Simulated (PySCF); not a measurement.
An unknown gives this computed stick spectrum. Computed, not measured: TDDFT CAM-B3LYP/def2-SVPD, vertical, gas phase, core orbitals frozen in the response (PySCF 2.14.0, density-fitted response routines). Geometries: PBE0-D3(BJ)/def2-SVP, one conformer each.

```
state  ν̃ (cm⁻¹)       f   main configurations (H = HOMO, L = LUMO)
   S1      35420   0.105                                  H→L (92%)
   S2      39410  0.0095                   H-1→L (63%), H→L+1 (32%)
   S3      47220   0.041                    H→L+2 (75%), H→L+1 (9%)
   S4      47380   0.433      H→L+1 (51%), H-1→L (28%), H→L+2 (12%)
   S5      48910  0.0019                                H-2→L (92%)
   S6      50080   0.483                              H-1→L+1 (77%)
   S7      51280  0.0018                 H→L+3 (62%), H-1→L+2 (24%)
   S8      53330  0.0016                   H→L+5 (70%), H→L+6 (10%)
   S9      54190   0.010  H-1→L+2 (44%), H-2→L+1 (19%), H→L+3 (17%)
  S10      54290   0.015               H-2→L+1 (70%), H-1→L+2 (10%)
```

Triplets computed (Tamm–Dancoff): 3.14, 4.06, 4.18, 4.78 eV.

Problem. Which candidate is it? All have the formula C8H10N2Si.
A. `[SiH3]Cc1cn2ccccc2n1`
B. `N#CC1([SiH2]n2cccc2)CC1`
C. `C#CC1=CN([SiH2]C2CC2)C=N1`
D. `C#CCC(=C)c1cncn1[SiH3]`

Solution. A. Its S1, at 4.39 eV, is the lowest among the candidates; the nearest of the others has S1 at 5.05 eV. S1 is HOMO→LUMO (92%). Löwdin shares by element: HOMO carbon 47% or more, nitrogen 12% or more (atoms not listed hold the other 41%); LUMO carbon 55% or more, nitrogen 11% or more (atoms not listed hold the other 34%). At the same level the other candidates give, for their lowest levels:
- `C#CCC(=C)c1cncn1[SiH3]`: 5.05 eV (f 0.288); 5.95 eV (f 0.009); 6.08 eV (f 0.001); 6.27 eV (f 0.034); 6.33 eV (f 0.005); T1 3.29 eV; HOMO -7.62, LUMO 0.10 eV
- `C#Cc1cn([SiH2]C2CC2)cn1`: 5.60 eV (f 0.290); 5.87 eV (f 0.000); 6.06 eV (f 0.017); 6.08 eV (f 0.043); 6.17 eV (f 0.002); T1 3.79 eV; HOMO -7.60, LUMO 0.81 eV
- `N#CC1([SiH2]n2cccc2)CC1`: 5.94 eV (f 0.004); 6.10 eV (f 0.049); 6.33 eV (f 0.033); 6.58 eV (f 0.055); 6.66 eV (f 0.038); T1 4.11 eV; HOMO -7.63, LUMO 0.90 eV

The values belong to the conformer `[SiH3:1][CH2:2][c:3]1[cH:4][n:5]2[cH:6][cH:7][cH:8][cH:9][c:10]2[n:11]1`: Si1–C2–C3–C4 96°.
